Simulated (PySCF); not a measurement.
Computed IR spectrum (relative IR intensity) of a molecule C5H10O. Geometry optimised at r2SCAN-D4/def2-SVP. Other conformers were not sampled. All values below come from r2SCAN-D4/def2-SVP (PySCF 2.14.0). Frequencies are harmonic and unscaled.

```csv
ν (cm⁻¹),relative intensity
85,4.1
677,4.1
830,4.7
879,2.3
918,15
939,8.4
970,2.2
998,15
1092,68
1133,61
1171,4.1
1187,8.9
1229,4.7
1257,2.4
1343,2.4
1367,3.6
1389,5.2
1458,4.4
1467,4.4
1471,8.1
1495,2.7
2952,90
2985,66
3016,15
3025,22
3034,30
3066,100
3112,17
3119,32
3126,19
```

Pick the molecule that these values belong to.
(A) CC1(C)C[C@H]1O
(B) C[C@H]1CCOC1
(C) C[C@@H]1CO[C@@H]1C
(D) C=C(C)OCC

B, C[C@H]1CCOC1
